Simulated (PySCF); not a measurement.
Al(Cl)(H)(nPr) (C3H8AlCl), SMILES [AlH]([CH2]CC)[Cl]. Heavy atoms are numbered as in [AlH:1]([Cl:2])[CH2:4][CH2:5][CH3:6]. Hydrogens are named by the atom that carries them.

Coordinates come from a B3LYP-D3(BJ)/def2-SVP optimisation. One conformer was computed; it need not be the lowest.

All values below come from PBE/pcSseg-1 (PySCF).

GIAO shieldings, no solvent; atoms alike by connectivity are averaged. δ = σ(ref) − σ: ³⁵Cl against HCl (σ = 936.5 ppm); ¹H against TMS (σ = 31.49 ppm); ¹³C against TMS (σ = 182.0 ppm), references at their B3LYP-D3(BJ)/def2-TZVP geometries, non-relativistic (without spin–orbit terms, shifts of atoms bonded to Cl or Br come out too high).

```
atoms     nucleus  count  δ (ppm)
--------  -------  -----  -------
Cl2          ³⁵Cl      1        …
H on Al1       ¹H      1        …
H on C5        ¹H      2     1.73
H on C6        ¹H      3     1.34
H on C4        ¹H      2        …
C5 (CH2)      ¹³C      1     24.5
C6 (CH3)      ¹³C      1        …
C4 (CH2)      ¹³C      1     22.5
```

Task: What belongs in the gaps? (An estimate is asked for; the answer gives what the named calculation found.)

Result: 
- H on C4, δ (ppm): 0.71
- C6 (CH3), δ (ppm): 24.2
- Cl2, δ (ppm): 107.4
- H on Al1, δ (ppm): 5.64
